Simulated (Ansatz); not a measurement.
Geometry optimisation, RKS PBE0/def2-SVP (Ansatz 0.2.0).

Input file:

```yaml
crystal:
  periodic: [false, false, false]
  atoms:
    - { symbol: Ge, position_ang: [0.0, 0.0, 0.0] }
    - { symbol: Cl, position_ang: [0.0, 0.0, 2.57] }
    - { symbol: Ge, position_ang: [2.2632, 0.0, -0.7992] }
    - { symbol: H, position_ang: [2.7487, -1.4611, -0.9782] }
    - { symbol: H, position_ang: [2.3309, 0.7367, -2.1612] }
    - { symbol: H, position_ang: [3.1736, 0.7244, 0.225] }
    - { symbol: H, position_ang: [-0.73, 1.2648, -0.5162] }
    - { symbol: H, position_ang: [-0.73, -1.2648, -0.5162] }
    - { symbol: S, position_ang: [1.3373, 2.0168, 0.8041] }
    - { symbol: H, position_ang: [2.4142, 1.5819, 1.5858] }
    - { symbol: H, position_ang: [0.8048, 1.2137, 2.0643] }
basis:
  gaussian: { orbitals: def2-SVP }
hamiltonian:
  xc: pbe0
relax:
  f_tol: 0.15
  max_steps: 25
  restrain:
    - { distance: [0, 8], at: 3.45, k: 30.0 }
    - { distance: [10, 1], at: 2.57, k: 30.0 }
    - { distance: [0, 1], at: 2.22, k: 30.0 }
    - { distance: [10, 8], at: 1.4, k: 30.0 }
```

Launched with:

```bash
$ ansatz run input.yaml --threads 4 --pin off --max-ram 5120MiB --backend cpu --events-out ev --progress --plain --runs-dir out
```

Problem. Where does it end, and by what steps?

Solution. The forces met the threshold. The restraints hold the end off the free minimum. After 8 steps the energy has fallen by 3.383 eV (the restraints' own energy left out); H10 moved furthest, 0.84 Å. Parted: Ge1–S9 (2.55 → 3.46 Å).

| step | energy less start (eV) | largest force component (eV/Å) | accepted |
| --- | --- | --- | --- |
| 0 | 0.0000 | 3.231 | yes |
| 1 | -0.9741 | 3.035 | yes |
| 2 | -1.5254 | 3.474 | yes |
| 3 | -2.2701 | 2.458 | yes |
| 4 | -3.0782 | 1.018 | yes |
| 5 | -3.2980 | 0.595 | yes |
| 6 | -3.3555 | 0.552 | yes |
| 7 | -3.3692 | 0.583 | yes |
| 8 | -3.3835 | 0.482 | yes |

```xyz
11
Properties=species:S:1:pos:R:3
Ge 0.005 -0.192 -0.043
Cl 0.051 -0.572 2.135
Ge 2.277 -0.290 -0.881
H 2.562 -1.732 -1.350
H 2.431 0.668 -2.080
H 3.264 0.096 0.229
H -0.733 1.141 -0.234
H -0.864 -1.342 -0.600
S 1.356 2.726 1.230
H 2.559 2.397 1.739
H 0.706 1.913 2.135
```

Run time: 33 s on 4 threads of Arm Neoverse V1, with other jobs on the host, peak memory 0.42 GiB.
